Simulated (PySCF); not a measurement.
bromine monochloride (BrCl), SMILES ClBr. Coordinates come from a PBE0-D3(BJ)/def2-TZVP optimisation.

PySCF with TDA-CAM-B3LYP/def2-TZVPD puts the lowest singlet excitations at 3.32, 3.32, 5.94, 5.94, 7.94, 7.94 eV.

Question: What are the lowest excitation roots from PySCF with ADC(2)/aug-cc-pVDZ? (The exact figures need the calculation; the answer reports its results.)

Answer: 3.50, 3.50, 6.23, 6.23, 8.27, 8.27 eV. S1 differs by 0.18 eV (second minus first; roots are paired by order, and the bases may differ).
